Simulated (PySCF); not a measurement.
# Peak assignment

Molfile (atoms numbered from 1):
```
C3H10B3N3
     RDKit          3D

 19 19  0  0  0  0  0  0  0  0999 V2000
    2.4433    0.6362   -0.6237 C   0  0  0  0  0  0  0  0  0  0  0  0
    2.4636    0.3038    0.6668 C   0  0  0  0  0  0  0  0  0  0  0  0
    1.2849   -0.1378    1.4829 C   0  0  0  0  0  0  0  0  0  0  0  0
    0.0248   -0.1516    0.7680 N   0  0  0  0  0  0  0  0  0  0  0  0
   -0.4007   -1.3413    0.0956 B   0  0  0  0  0  0  0  0  0  0  0  0
   -1.6136   -1.3059   -0.6535 N   0  0  0  0  0  0  0  0  0  0  0  0
   -2.4185   -0.1351   -0.7649 B   0  0  0  0  0  0  0  0  0  0  0  0
   -1.9581    1.0277   -0.0807 N   0  0  0  0  0  0  0  0  0  0  0  0
   -0.7550    1.0466    0.6841 B   0  0  0  0  0  0  0  0  0  0  0  0
    3.3533    0.9448   -1.1436 H   0  0  0  0  0  0  0  0  0  0  0  0
    1.5168    0.6134   -1.2041 H   0  0  0  0  0  0  0  0  0  0  0  0
    3.4123    0.3412    1.2167 H   0  0  0  0  0  0  0  0  0  0  0  0
    1.2048    0.5178    2.3679 H   0  0  0  0  0  0  0  0  0  0  0  0
    1.4944   -1.1472    1.8786 H   0  0  0  0  0  0  0  0  0  0  0  0
    0.2563   -2.3545    0.1720 H   0  0  0  0  0  0  0  0  0  0  0  0
   -1.9126   -2.1505   -1.1223 H   0  0  0  0  0  0  0  0  0  0  0  0
   -3.4433   -0.1289   -1.4066 H   0  0  0  0  0  0  0  0  0  0  0  0
   -2.5081    1.8749   -0.1318 H   0  0  0  0  0  0  0  0  0  0  0  0
   -0.3983    2.0482    1.2608 H   0  0  0  0  0  0  0  0  0  0  0  0
  1  2  2  0
  2  3  1  0
  3  4  1  0
  4  5  1  0
  5  6  1  0
  6  7  1  0
  7  8  1  0
  8  9  1  0
  9  4  1  0
  1 10  1  0
  1 11  1  0
  2 12  1  0
  3 13  1  0
  3 14  1  0
  5 15  1  0
  6 16  1  0
  7 17  1  0
  8 18  1  0
  9 19  1  0
M  END
```

Method: structure optimised with PBE0-D3(BJ)/def2-SVP, NMR shieldings at PBE0/pcSseg-1/GIAO, in PySCF (equivalent nuclei averaged, no relativistic terms, one conformer, no solvent model).

δ = σ(ref) − σ, references computed at the same level: TMS for 13C (184.41 ppm) and 1H (31.27 ppm).

(1) Assign these signals to the numbered atoms. 13C{1H} NMR (computed): δ 150.4, 121.1, 56.8.

(2) Assign these signals to the numbered atoms. 1H NMR (400 MHz, computed): δ 6.26 (m, 1H), 5.69 (br s, 2H), 5.44 (m, 1H), 5.02 (m, 1H), 4.79 (br, 1H), 4.67 (br, 2H), 4.01 (d, 2H).

Answers

(1) 
```tsv
δ (ppm)	atoms	environment	reason
150.4	C2	alkene CH	the olefinic region
121.1	C1	terminal =CH2 carbon	an sp2 carbon of a C=C bond
56.8	C3	allylic sp3 CH2 bonded to N	deshielded by the electronegative neighbour
```

(2) 
6.26 → H12, hydrogen on an alkene CH: a vinylic proton, deshielded by the sp2 carbon and the C=C anisotropy
5.69 → H16/H18, hydrogen on a nitrogen bonded to 2 B, in a 6-membered ring: labile proton, position sensitive to the medium
5.44 → H10, hydrogen on a terminal =CH2 carbon: a vinylic proton, deshielded by the sp2 carbon and the C=C anisotropy
5.02 → H11, hydrogen on a terminal =CH2 carbon
4.79 → H17, hydrogen on a boron bonded to 2 N, in a 6-membered ring
4.67 → H15/H19, hydrogen on a boron bonded to 2 N, in a 6-membered ring
4.01 → H13/H14, hydrogen on an allylic sp3 CH2 bonded to N: its carbon carries N, hence the downfield position

H17 and H15/H19 lie closer than the usual error of such a calculation, so a measured spectrum could show them in the other order.

Exchangeable OH/NH protons stand at their gas-phase positions; hydrogen bonding in a real sample shifts them, mostly to higher δ. Hydrogens on boron are broadened and split by 11B (spin 3/2, 80 %) and 10B (spin 3). Shifts are as computed. Against solution values, carbons near 30 ppm lie about +2 ppm off and those near 130 ppm about +5 ppm. Of 1211 compounds with measured shifts, 218 miss one by over three times the rms of a fit or turn the order of signals round; such compounds aren't used in these exercises. No couplings were computed; multiplicities are counted from neighbouring protons, with m where these are inequivalent, close in shift, in a saturated or five-membered ring or joined by F or P, and br s for small geminal =CH2 splittings.
